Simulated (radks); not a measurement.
The numbers below are computed, except where a source is named.
Hf57+, 15 electrons, occupied as [Ne] 3s2 3p3 (the NIST ground configuration).

Code: a radial shooting solver on a logarithmic mesh with Libxc functionals. Model: scalar-relativistic Kohn-Sham, LB94 model potential, spin-polarised, spherical densities, finite nucleus; open shells are filled with parallel spins first (spin-orbit coupling, left out, can overturn this in heavy ions); Fermi nuclear charge, rms radius 5.347 fm.

Energy parts (hartree):
kinetic: 12949.4040
electron-nucleus: -25496.7381
Hartree: 1152.6722
(The LB94 potential has no energy functional, so no total or exchange-correlation energy is given.)

Orbitals (lengths in bohr, moments of r in powers of bohr; <r^-3> diverges for s and p1/2; r(max) is where P^2 peaks):
| orbital | occ. | eigenvalue (hartree) | r(max) | <r^-3> | <r^2> |
|---|---|---|---|---|---|
| 1s up | 1 | -2570.024 | 0.01190 | - | 0.0004934 |
| 1s down | 1 | -2570.018 | 0.01190 | - | 0.0004933 |
| 2s up | 1 | -569.5093 | 0.06765 | - | 0.007431 |
| 2s down | 1 | -569.4107 | 0.06770 | - | 0.007441 |
| 2p up | 3 | -520.6616 | 0.05524 | 18310 | 0.006069 |
| 2p down | 3 | -520.3968 | 0.05528 | 18280 | 0.006080 |
| 3s up | 1 | -228.3119 | 0.1824 | - | 0.04220 |
| 3s down | 1 | -227.5455 | 0.1821 | - | 0.04210 |
| 3p up | 3 | -213.7923 | 0.1779 | 4945 | 0.04110 |
| 3p down | 0 | -213.1003 | 0.1774 | 4998 | 0.04096 |
| 3d up | 0 | -200.6222 | 0.1405 | 674.6 | 0.03178 |
| 3d down | 0 | -200.3560 | 0.1397 | 680.6 | 0.03154 |
| 4s up | 0 | -122.1562 | 0.3616 | - | 0.1438 |
| 4s down | 0 | -121.7447 | 0.3620 | - | 0.1443 |

The highest occupied level is 3p up at -5817.6 eV. Summed over all electrons, <r^2> = 0.2599 bohr^2, which gives a Langevin (diamagnetic) susceptibility term of -0.206 x 10^-6 cm^3/mol. The electron density at the nucleus is 1.284e+06 e/bohr^3 (large components only). The density falls to 0.001 e/bohr^3 at r = 0.57 bohr.
